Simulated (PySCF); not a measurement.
chlorocyclobutane (C4H7Cl), SMILES ClC1CCC1. The structure is a stationary point at r2SCAN-D4/def2-SVP.

Q: Give the equilibrium geometry at r2SCAN-D4/def2-SVP (PySCF confirms it by a frequency run) as a Z-matrix, and its point group. (Estimate from the structure and the level; the computed values follow.)

A: point group Cs.
```
C
H 1 1.1005
C 1 1.5352 2 112.02
H 3 1.1008 1 117.99 2 30.09
H 3 1.1011 4 109.32 1 -126.79
C 1 1.5352 2 112.02 3 -98.68
H 6 1.1008 1 117.99 2 -30.09
H 6 1.1011 7 109.32 1 126.79
C 3 1.5493 4 119.56 5 -129.69
H 9 1.1004 3 117.55 4 97.47
H 9 1.1014 10 108.69 3 128.19
Cl 1 1.7980 2 106.25 3 130.66
```
Charge 0, spin multiplicity 1.
